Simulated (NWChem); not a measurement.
System: C3H6OSi; SMILES O1CC=C1[SiH3]

NWChem input:

```
start job
memory heap 200 mb stack 900 mb global 1100 mb
geometry units angstroms noautoz
  Si     0.022782    -1.801190     0.000000
  C     -0.115006     0.067280     0.000000
  C     -1.057598     1.031103     0.000000
  C      0.061459     2.040415     0.000000
  O      1.009343     0.916088     0.000000
  H      0.751642    -2.268584    -1.208196
  H      0.751642    -2.268584     1.208196
  H     -1.356693    -2.354014     0.000000
  H     -2.136520     1.071637     0.000000
  H      0.190626     2.652495    -0.898735
  H      0.190626     2.652495     0.898735
end
basis spherical
  * library def2-svp
end
dft
  xc xpbe96 cpbe96
  iterations 150
  mulliken
end
task dft energy
```

Geometry: optimised at B3LYP/6-31G* (spherical d).

Question: What results follow from this input? (PBE/def2-SVP.) Quantities: energy (Ha); highest occupied level (eV); orbital gap (eV); dipole (D).

Answer: 
| Item | Result |
|---|---|
| energy (Ha) | -481.94 |
| highest occupied level (eV) | -5.35 |
| orbital gap (eV) | 4.28 |
| dipole (D) | 1.38 |
